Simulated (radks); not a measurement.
Radial electron density D(r) = 4 pi r^2 rho(r) of an atom or ion with 27 electrons. All-electron calculation, non-relativistic Kohn-Sham, BLYP, spin-unpolarised, spherical densities, point nucleus. Program: a radial shooting solver on a logarithmic mesh with Libxc functionals.

r (bohr),D(r) (e/bohr)
0.002047,0.7016
0.002364,0.9192
0.002708,1.183
0.003128,1.542
0.003583,1.973
0.004138,2.551
0.004741,3.237
0.005475,4.143
0.006273,5.201
0.007245,6.570
0.0083,8.129
0.009585,10.09
0.01098,12.25
0.01268,14.86
0.01453,17.60
0.01678,20.72
0.01923,23.75
0.0222,26.88
0.02544,29.56
0.02938,31.83
0.03366,33.22
0.03856,33.71
0.04453,33.17
0.05102,31.81
0.05892,29.83
0.06751,27.99
0.07796,26.77
0.08932,26.87
0.1032,28.57
0.1182,31.43
0.1365,34.92
0.1564,37.46
0.1806,38.07
0.2069,35.98
0.2389,31.21
0.2738,25.46
0.3162,19.94
0.3622,16.78
0.4183,16.22
0.4793,17.68
0.5535,19.70
0.6341,20.54
0.7265,19.57
0.839,16.75
0.9613,13.19
1.11,9.400
1.272,6.403
1.469,4.065
1.683,2.573
1.944,1.553
2.227,0.9400
2.572,0.5292
2.946,0.2890
3.402,0.1390
3.898,0.06227
4.502,0.02298
5.158,0.007612
5.957,0.001940
6.824,0.0004303

What is the nuclear charge?

Answer. Z = 28. The innermost maximum, from 1s, lies near 1/Z = 0.0357 bohr (found: 0.0386), and its height grows with Z. The density is that of the nickel ion Ni+ in [Ar] 3d9; the configuration itself is not fixed sharply by these data, and Z only to about a unit. D(r) has 3 maxima, at r = 0.0386, 0.174, 0.634 bohr, and minima at 0.0825, 0.402 bohr, inside which lie 2.10, 10.85 electrons.
